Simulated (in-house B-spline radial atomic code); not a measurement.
Radial electron density of the lutetium ion Lu⁴⁺, [Xe] 4f13. Level of theory: Dirac-Kohn-Sham PBE0, spherical fractional occupations, exact exchange averaged over the configuration, Fermi nucleus of rms radius 5.37 fm; calculated with a B-spline radial code for spherical atoms.

Columns: r (bohr), 4πr²n(r) (electrons per bohr), bar.

```
0.000645     3.23 #
0.000793     4.51 ##
0.000975    6.265 ##
  0.0012    8.662 ###
 0.00148    11.92 ####
 0.00182    16.19 ######
 0.00223    21.62 #######
 0.00275    28.74 ##########
 0.00338     37.4 #############
 0.00415    47.63 ################
 0.00511    59.35 ####################
 0.00628    71.61 #########################
 0.00773     83.4 #############################
 0.00951    92.96 ################################
  0.0117    98.59 ##################################
  0.0144    99.22 ##################################
  0.0177     95.4 #################################
  0.0218    90.02 ###############################
  0.0268     88.1 ##############################
  0.0329    93.98 ################################
  0.0405      108 #####################################
  0.0498    123.1 ##########################################
  0.0613    128.4 ############################################
  0.0754    118.7 #########################################
  0.0927    103.3 ###################################
   0.114    99.28 ##################################
    0.14    110.2 ######################################
   0.172    116.2 ########################################
   0.212     97.6 #################################
   0.261    67.71 #######################
   0.321    56.64 ###################
   0.395    64.93 ######################
   0.486    66.14 #######################
   0.597    50.31 #################
   0.735    31.16 ###########
   0.903    19.93 #######
    1.11    14.19 #####
    1.37    9.133 ###
    1.68    4.557 ##
    2.07    1.555 #
    2.54   0.3566 
    3.13  0.04735 
    3.85 0.003397 
    4.73 0.0001177
```

On this grid the curve has 4 maxima, near 0.0144, 0.0613, 0.172, 0.486 bohr.

The 4f5/2 radial function P(r) = rR(r), positive near the nucleus, with its small component Q(r) (sign convention: Q ≈ (P' + κP/r)/2c):

```tsv
r (bohr)	P	Q
0.0268	0.00235	0.001945
0.0405	0.009446	0.005149
0.0613	0.03492	0.01223
0.0927	0.1132	0.02484
0.14	0.3066	0.04094
0.212	0.6624	0.05144
0.321	1.07	0.04566
0.486	1.229	0.02678
0.735	0.9952	0.01031
1.11	0.5817	0.002481
1.68	0.2359	0.0001459
2.54	0.05735	-0.0001024
3.85	0.005969	-2.166e-05
```
